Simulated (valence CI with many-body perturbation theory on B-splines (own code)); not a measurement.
Values are calculated unless marked as measured or tabulated.
**Br²¹⁺: input, log and results**

Level of theory: relativistic CI+MBPT: four valence electrons over a frozen Dirac-Fock core [Ne], a basis of 11 s, 11 p, 9 d, 7 f, 5 g, 2 h, 1 i functions for each j, with the one-electron correlation potential Σ1 (screened to all orders), the two-electron term Σ2, the three-electron term Σ3, Breit, model QED; selected single and double excitations, second order for the rest (own B-spline code, finite nucleus).

Command, and the settings that its task file holds:

```sh
python run_cv.py task.json out
```

```
atom Br  Z=35  mass_number=79  rms_radius_fm=4.1629
core [Ne]
valence 3s2 3p2
avg = 1
basis = L
breit = 1
cap = 40000
capref = 1200
cscale = 1
de = 0.0
dress = 0
eps = 2e-08
h = 0.27
hh = 1
l2 = 3
lcore = 6
maxit = 60
n2 = 5
natural = 1
nlev = 60
nno = [7, 7, 6, 5, 4, 2, 1]
nroot = 26
nsp = [4, 4, 3, 2, 1, 0, 0]
pt2 = 1
qed = 1
rpa = 1
s1 = 1
s2 = 1
s3 = 1
screen = 1
tol = 2e-05
```

(1) Roughly how long does this run take on one core of Arm Neoverse V1, and how much memory?

Log. The first blocks belong to the next ion, which gives the ionisation energy. Fields: 2J, parity (1 odd), roots, reference size, generating configurations, candidates as configurations/state functions, variational space P, stored matrix elements, Davidson steps; e2 is the range of second-order energies in hartree. The first line gives the box (bohr), its intervals, the orbitals and the steps of their self-consistent field. Window is the range of levels sought, series limit the energy at which the first omitted orbital would enter, core excitation an estimate of the first excitation out of the core, left out the lowest levels not solved, and shifts from estimates the range by which levels moved from their first estimate, all in cm⁻¹.

```
rmax 5.2 intervals 60 orbitals 81 references ['3s2 3p2', '3s 3p3', '3s2 3p 3d', '3p4', '3s 3p2 3d'] scf 5 t 1.1
2J=1 par=1 roots 2 ref 37 generators 7 cand 5262/7988 P 2110/3233 nnz 1.6e+06 it 5
2J=1 par=1 roots 2 ref 37 generators 13 cand 5717/8411 P 2981/4610 nnz 2.9e+06 it 4
   second order: generators 16 cand 6570/9696 e2 -0.00002 -0.00001
2J=3 par=1 roots 2 ref 60 generators 10 cand 6630/13927 P 2085/3999 nnz 2.5e+06 it 5
2J=3 par=1 roots 2 ref 60 generators 17 cand 7962/16208 P 3360/6802 nnz 6.2e+06 it 5
   second order: generators 19 cand 7664/14979 e2 -0.00004 -0.00001
reference levels 674, estimated 149, window 1374134 1/cm; series limit 5871681, core excitation 12382779
2J=0 par=0 roots 8 ref 39 generators 19 cand 15019/26356 P 5108/7999 nnz 4.5e+06 it 9
2J=0 par=0 roots 8 ref 39 generators 21 cand 11688/20895 P 10620/17949 nnz 1.9e+07 it 10
   second order: generators 34 cand 26126/55650 e2 -0.00006 -0.00001
2J=2 par=0 roots 12 ref 70 generators 18 cand 19170/76372 P 2392/7999 nnz 6.2e+06 it 9
2J=2 par=0 roots 12 ref 70 generators 21 cand 23199/104847 P 10116/39995 nnz 1.1e+08 it 9
   second order: generators 36 cand 43143/223090 e2 -0.00011 -0.00003
2J=4 par=0 roots 16 ref 99 generators 25 cand 20983/110821 P 2306/7999 nnz 6.3e+06 it 12
2J=4 par=0 roots 16 ref 99 generators 29 cand 28131/172524 P 9084/39998 nnz 1e+08 it 10
   second order: generators 44 cand 36594/282647 e2 -0.00068 -0.00011
2J=4 par=1 roots 9 ref 83 generators 19 cand 20927/110534 P 2308/8000 nnz 6.4e+06 it 7
2J=4 par=1 roots 9 ref 83 generators 28 cand 27914/166181 P 9180/39994 nnz 1.1e+08 it 9
   second order: generators 43 cand 41274/293074 e2 -0.00056 -0.00004
2J=2 par=1 roots 8 ref 72 generators 19 cand 19160/76722 P 2828/8000 nnz 6e+06 it 8
2J=2 par=1 roots 8 ref 72 generators 26 cand 24339/110733 P 10398/37031 nnz 8.6e+07 it 9
   second order: generators 44 cand 36913/200266 e2 -0.00015 -0.00002
2J=6 par=1 roots 5 ref 67 generators 17 cand 21115/123219 P 2355/7994 nnz 6e+06 it 8
2J=6 par=1 roots 5 ref 67 generators 25 cand 25414/180268 P 8788/40000 nnz 1.1e+08 it 11
   second order: generators 39 cand 37188/332570 e2 -0.00057 -0.00009
2J=0 par=1 roots 3 ref 28 generators 12 cand 15042/25999 P 4924/7997 nnz 4.8e+06 it 4
2J=0 par=1 roots 3 ref 28 generators 15 cand 15499/27988 P 8744/14854 nnz 1.4e+07 it 6
   second order: generators 24 cand 25467/52538 e2 -0.00007 -0.00001
2J=8 par=1 roots 2 ref 41 generators 11 cand 20135/116688 P 1908/7999 nnz 7.4e+06 it 6
2J=8 par=1 roots 2 ref 41 generators 17 cand 23268/150842 P 6960/33362 nnz 9e+07 it 8
   second order: generators 23 cand 26805/226327 e2 -0.00030 -0.00007
2J=6 par=0 roots 11 ref 71 generators 15 cand 21175/122935 P 1846/7999 nnz 6.9e+06 it 9
2J=6 par=0 roots 11 ref 71 generators 20 cand 28695/197621 P 7448/39635 nnz 1.2e+08 it 10
   second order: generators 41 cand 44929/383593 e2 -0.00042 -0.00017
2J=8 par=0 roots 7 ref 51 generators 12 cand 18632/111952 P 2121/7981 nnz 7.1e+06 it 8
2J=8 par=0 roots 7 ref 51 generators 20 cand 23202/151029 P 7893/39106 nnz 1.1e+08 it 8
   second order: generators 38 cand 35658/308613 e2 -0.00028 -0.00011
2J=10 par=0 roots 2 ref 19 generators 7 cand 13963/86661 P 1993/7988 nnz 9.3e+06 it 4
2J=10 par=0 roots 2 ref 19 generators 11 cand 20252/143379 P 4960/23708 nnz 6.2e+07 it 5
   second order: generators 19 cand 33133/286444 e2 -0.00013 -0.00006
left out: unestimated 1984451, estimated 1509272, shifts from estimates -19 to 201
operators 0.9
```

The Davidson iterations converged.

No measured spectrum was set against this ion. As an estimate, levels of excited configurations hold to 0.05 to 0.15 % of their energy, terms of the ground configuration to about 0.5 %.

```
Valence energy                            : -149.9059 hartree
Ionisation energy                         : 919.78 eV (NIST: 920.8 ± 2.2 eV (semi-empirical))
Reference configurations for the orbitals : 3s2 3p2, 3s 3p3, 3s2 3p 3d, 3p4, 3s 3p2 3d
Radial orbitals                           : 81
Box radius                                : 5.21 bohr
Largest variational space                 : 40000
Lowest levels                             : 3s2 3p2 3P_0 0, 3s2 3p2 3P_1 58046, 3s2 3p2 3P_2 82513, 3s2 3p2 1D_2 162810, 3s2 3p2 1S_0 229780, 3s 3p3 5S°_2 435870, 3s 3p3 3D°_1 539550, 3s 3p3 3D°_2 545970, 3s 3p3 3D°_3 568830, 3s 3p3 3P°_0 628460, 3s 3p3 3P°_2 [a] 636000, 3s 3p3 3P°_1 636000, 3s 3p3 3P°_2 [b] 694140, 3s 3p3 3S°_1 740840 cm⁻¹
```

Names give the largest LS component (configuration and term), which can be under half, so a name can repeat, a term be missing and a line seem to break the LS rules; names also repeat where a configuration has a term twice. Letters in brackets count levels of one name in rising energy.

Answers

(1) 4.1 min on 1 thread of Arm Neoverse V1, on a shared host, peak memory 1.2 GiB.
